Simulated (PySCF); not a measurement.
A structure optimised at PBE-D3(BJ)/def2-SVP, used in a PySCF frequency run:

```
Ge
F 1 1.7484
O 1 1.7630 2 111.49
H 3 0.9775 1 109.49 2 83.59
O 1 1.7724 2 107.39 3 118.73
H 5 0.9769 1 110.90 2 44.53
Cl 1 2.1408 2 106.59 5 123.28
```

Question: Write its SMILES and formula.

Answer: [OH][Ge]([OH])([F])[Cl], ClFGeH2O2

Question: What are its rotational constants (standard atomic weights)?

Answer: 3.4275, 2.0880, 2.0301 GHz
